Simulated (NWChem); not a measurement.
System: CH₃FOTe; SMILES CO[Te]F

NWChem input:

```
start job
memory heap 200 mb stack 900 mb global 1100 mb
geometry units angstroms
  Te     0.041855     0.232203     0.405840
  F     -1.769913     0.192041    -0.431993
  O      0.747662    -1.196062    -0.713976
  C      1.067894    -0.948106    -2.067482
  H      1.841060    -0.184444    -2.173111
  H      1.442952    -1.895399    -2.456300
  H      0.184980    -0.652326    -2.635816
end
basis spherical
  * library def2-svp
end
ecp
  Te library def2-ecp
end
dft
  xc pbe0
  iterations 150
end
driver
  maxiter 120
end
task dft optimize
dft
  grid fine
  convergence energy 1d-8 density 1d-7
end
task dft freq numerical
```

Parts of the log:

```
             Northwest Computational Chemistry Package (NWChem) 7.3.0
             --------------------------------------------------------

 C1  symmetry detected

                             Geometry "geometry" -> ""
                             -------------------------

 Output coordinates in angstroms (scale by  1.889725989 to convert to a.u.)

  No.       Tag          Charge          X              Y              Z
 ---- ---------------- ---------- -------------- -------------- --------------
    1 Te                  52.0000     0.31056283    -0.49538073     0.02719603
    2 F                    9.0000    -1.66115021    -0.79548291    -0.06427404
    3 O                    8.0000     0.19880205     1.35974163    -0.55428729
    4 C                    6.0000    -0.26981328     2.35672752     0.33026232
    5 H                    1.0000     0.35682937     2.44339469     1.22016714
    6 H                    1.0000    -0.22557858     3.28967452    -0.23264545
    7 H                    1.0000    -1.30170262     2.16777667     0.62947535

 Effective nuclear repulsion energy (a.u.)     377.0956157837

                                Z-matrix (autoz)
                                --------

 Units are Angstrom for bonds and degrees for angles

[...]

      ----------------------
      Optimization converged
      ----------------------

  Step       Energy      Delta E   Gmax     Grms     Xrms     Xmax
  ---- ---------------- -------- -------- -------- -------- --------
@    9    -482.57323343 -5.6D-08  0.00004  0.00001  0.00055  0.00129
                                     ok       ok       ok       ok

                                Z-matrix (autoz)
                                --------

 Units are Angstrom for bonds and degrees for angles

[...]

 Rotational Constants
 --------------------
 A=   0.234163 cm-1  (  0.336900 K)
 B=   0.098240 cm-1  (  0.141342 K)
 C=   0.074533 cm-1  (  0.107234 K)

 Temperature                      =   298.15K
 frequency scaling parameter      =   1.0000

 Zero-Point correction to Energy  =   27.221 kcal/mol  (  0.043379 au)
 Thermal correction to Energy     =   30.758 kcal/mol  (  0.049016 au)
 Thermal correction to Enthalpy   =   31.350 kcal/mol  (  0.049960 au)

 Total Entropy                    =   79.049 cal/mol-K
   - Translational                =   41.450 cal/mol-K (mol. weight = 179.9235)
   - Rotational                   =   26.333 cal/mol-K (symmetry #  =        1)
   - Vibrational                  =   11.265 cal/mol-K

 Cv (constant volume heat capacity) =   16.376 cal/mol-K
   - Translational                  =    2.979 cal/mol-K
   - Rotational                     =    2.979 cal/mol-K
   - Vibrational                    =   10.417 cal/mol-K

[normal modes left out]

 ----------------------------------------------------------------------------
 Normal Eigenvalue ||           Projected Infra Red Intensities
  Mode   [cm**-1]  || [atomic units] [(debye/angs)**2] [(KM/mol)] [arbitrary]
 ------ ---------- || -------------- ----------------- ---------- -----------
    1       -0.000 ||    0.000500           0.012         0.487       0.259
    2       -0.000 ||    0.000665           0.015         0.648       0.345
    3       -0.000 ||    0.003045           0.070         2.969       1.578
    4       -0.000 ||    0.000073           0.002         0.071       0.038
    5       -0.000 ||    0.000000           0.000         0.000       0.000
    6       -0.000 ||    0.000519           0.012         0.506       0.269
    7       96.300 ||    0.006572           0.152         6.406       3.406
    8      108.809 ||    0.000641           0.015         0.625       0.332
    9      231.410 ||    0.013488           0.311        13.148       6.990
   10      286.336 ||    0.002894           0.067         2.821       1.500
   11      583.371 ||    0.045397           1.047        44.255      23.528
   12      621.861 ||    0.050293           1.160        49.028      26.065
   13     1102.019 ||    0.141620           3.267       138.058      73.397
   14     1167.171 ||    0.004118           0.095         4.014       2.134
   15     1179.526 ||    0.005638           0.130         5.496       2.922
   16     1447.661 ||    0.008133           0.188         7.928       4.215
   17     1458.326 ||    0.014667           0.338        14.299       7.602
   18     1477.126 ||    0.012314           0.284        12.004       6.382
   19     3025.544 ||    0.058166           1.342        56.703      30.146
   20     3118.931 ||    0.024684           0.569        24.063      12.793
   21     3145.754 ||    0.011772           0.272        11.476       6.101
 ----------------------------------------------------------------------------
```

Level: PBE0/def2-SVP with def2 effective core potentials on Te. def2 effective core potentials on Te; no spin-orbit coupling.
